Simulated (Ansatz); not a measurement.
Isolated molecules relaxed with PBE0-D4/def2-TZVP in Ansatz; ΔE leaves out vibrations. CCSD(T)/CBS is the MP2 limit (def2-TZVPP, def2-QZVPP) plus CCSD(T) − MP2 in def2-TZVPP, frozen cores. DFT in def2-TZVPP. B3LYP here is the variant with VWN-RPA as its local correlation; programs differ in this. For Ge outer-core shells are correlated without core-valence functions, which leaves a few kJ/mol of doubt a bond. Scalar relativity is left out up to krypton. One conformer a species, not always the lowest.

Consider the ligand exchange at a Ge–O bond: `[GeH3][O][GeH3]` + `O[SiH](O)O` → `O[SiH](O)[O][GeH3]` + `[OH][GeH3]`.

```
             level  ΔE (kJ/mol)
             B3LYP         -5.8
SCS-MP2/def2-TZVPP         -4.9
```

(1) What does CCSD(T)/CBS give? (Estimate.)

Largest T1 diagnostic among the species: 0.012.

Answers

(1) Ansatz gave: -4.8 kJ/mol. The listed levels differ from it by -1.0, -0.1 kJ/mol.
